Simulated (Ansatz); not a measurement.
`[CH3][SnH]([F])[SH]` + `[CH3]`• → `[CH3][Sn]([F])[SH]`• + CH₄  (hydrogen abstraction from the Sn–H bond)

Isolated molecules relaxed with PBE0-D4/def2-TZVP in Ansatz; ΔE leaves out vibrations. CCSD(T)/CBS is the MP2 limit (def2-TZVPP, def2-QZVPP) plus CCSD(T) − MP2 in def2-TZVPP, frozen cores. This one scheme is used for every species. Functionals use def2-TZVPP. B3LYP here is the variant with VWN-RPA as its local correlation; programs differ in this. No spin–orbit coupling; open shells (•) take unrestricted orbitals. Elements past krypton have def2 core potentials. For Sn outer-core shells are correlated without core-valence functions, which leaves a few kJ/mol of doubt a bond. Each species was taken in one conformer, which may not be the lowest.

```tsv
level	ΔE (kcal/mol)
PBE0	-37.9
B3LYP	-39.5
```

Problem. What does CCSD(T)/CBS give? (Best estimate.)

Solution. Ansatz gave: -34.8 kcal/mol. The listed levels differ from it by -3.1, -4.7 kcal/mol.

Problem. What do rigid-rotor, harmonic-oscillator terms from PBE0-D4/def2-TZVP frequencies (298.15 K, 1 bar) make of the CCSD(T)/CBS value? (Estimate.)

Solution. Ansatz gave: ΔZPE = +4.3 kcal/mol, ΔH = -30.7 kcal/mol, ΔS = 2 J/(mol·K), ΔG = -30.8 kcal/mol. Open shells count their whole term as degenerate.

Largest T1 diagnostic among the species: 0.016.

From r2SCAN to r2SCAN0 (25 % exact exchange), in def2-TZVPP and without D4, ΔE moves by +1.9 kcal/mol. In def2-TZVPP, CCSD(T) changes the Hartree–Fock value by −8.2 kcal/mol (the triples alone add −1.1 kcal/mol) and MP2 by −9.6 kcal/mol.
